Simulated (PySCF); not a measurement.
**A small calculation by hand: entropy of an ideal gas**

Ga(Br)(OH)(NH2) (BrGaH3NO), SMILES [NH2][Ga]([OH])[Br].

Geometry: PBE-D3(BJ)/def2-SVP. The structure was generated by enumeration; whether it is a known compound was not checked. One conformer was computed; it need not be the lowest.

PBE-D3(BJ)/def2-SVP (PySCF) gives the harmonic wavenumbers 120, 154, 156, 279, 289, 302, 341, 666, 720, 753, 836, 1463, 3494, 3605, 3739 cm⁻¹ and the rotational temperatures 0.2798, 0.0748, 0.0591 K. The molar mass is 182.66 g/mol, the symmetry number 1, the spin multiplicity 1.

Task: Work out the entropy at 298.15 K and 1 atm in the rigid-rotor, harmonic-oscillator model.

Result: 
Translation (Sackur–Tetrode at 1 atm): S = R[1.5 ln M + 2.5 ln T − 1.16487] = 173.7 J/(mol K).
Rotation: q = (√π/σ) T^1.5/√(θA θB θC) = 259000, S = R[ln q + 3/2] = 116.1 J/(mol K).
Vibration: with u = 1.4388 ν/T, each mode gives R[u/(e^u − 1) − ln(1 − e^−u)]:
```csv
ν (cm⁻¹),modes,u,S (J/(mol K))
120,1,0.58,12.97
154,1,0.74,10.97
156,1,0.75,10.87
279,1,1.35,6.44
289,1,1.39,6.19
302,1,1.46,5.88
341,1,1.65,5.05
666,1,3.21,1.46
720,1,3.47,1.19
753,1,3.63,1.04
836,1,4.03,0.75
1463,1,7.06,0.06
```
The stiffer modes add less than 0.005 each. Sum 62.9 J/(mol K).
Spin: R ln 1 = 0.0 J/(mol K).
Total 352.7 J/(mol K); the program's own thermochemistry gives 352.7. Translation makes up 49 % and vibration 18 %. Anharmonicity, hindered rotation and orbital degeneracy are left out.
